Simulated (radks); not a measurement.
Results of a calculation; reference values are marked as such.
The osmium ion Os3+, 73 electrons, occupied as [Xe] 4f14 5d5.

Level of theory: scalar-relativistic Kohn-Sham, BLYP, spin-polarised, spherical densities, finite nucleus; open shells are filled with parallel spins first (spin-orbit coupling, left out, can overturn this in heavy ions); Fermi nuclear charge, rms radius 5.4126 fm (a radial shooting solver on a logarithmic mesh with Libxc functionals).

Energy parts (hartree):
part                       energy
total                 -17249.8244
kinetic                19112.0223
electron-nucleus      -42661.7906
Hartree                 6638.3085
exchange-correlation    -338.3645

Orbitals (lengths in bohr, moments of r in powers of bohr):
orbital	occ.	eigenvalue (hartree)	<r^2>	<r^4>	<r>
1s up	1	-2715.188	0.0004335	5.123e-07	0.01774
1s down	1	-2715.188	0.0004335	5.123e-07	0.01774
2s up	1	-473.8439	0.006643	0.00007626	0.07491
2s down	1	-473.8323	0.006643	0.00007626	0.07490
2p up	3	-412.8779	0.005531	0.00006061	0.06727
2p down	3	-412.8685	0.005531	0.00006061	0.06727
3s up	1	-111.1217	0.04300	0.002784	0.1939
3s down	1	-111.1178	0.04300	0.002784	0.1939
3p up	3	-93.21315	0.04388	0.003018	0.1945
3p down	3	-93.20869	0.04388	0.003018	0.1945
3d up	5	-73.17167	0.03637	0.002326	0.1762
3d down	5	-73.16358	0.03637	0.002326	0.1762
4s up	1	-24.32693	0.2105	0.06418	0.4319
4s down	1	-24.31557	0.2105	0.06418	0.4319
4p up	3	-18.45035	0.2400	0.08567	0.4594
4p down	3	-18.43971	0.2400	0.08557	0.4594
4d up	5	-11.14707	0.2770	0.1231	0.4891
4d down	5	-11.13468	0.2766	0.1225	0.4889
4f up	7	-3.03493	0.3840	0.3258	0.5577
4f down	7	-3.01407	0.3778	0.3110	0.5541
5s up	1	-4.51469	1.136	1.880	1.006
5s down	1	-4.42606	1.121	1.834	0.9995
5p up	3	-3.02012	1.527	3.513	1.163
5p down	3	-2.90993	1.512	3.466	1.156
5d up	5	-1.32684	2.966	14.59	1.603
5d down	0	-1.20813	3.116	16.62	1.637

The highest occupied level is 5d up at -36.105 eV. The electron density at the nucleus is 1.79e+06 e/bohr^3 (large components only). Summed over all electrons, <r^2> = 36.92 bohr^2, which gives a Langevin (diamagnetic) susceptibility term of -29.2 x 10^-6 cm^3/mol. The density falls to 0.001 e/bohr^3 at r = 3.38 bohr. The spin density at the nucleus is -24.22 e/bohr^3 (1s -0.23, 2s -2.44, 3s 0.19, 4s 2.71, 5s -24.44).
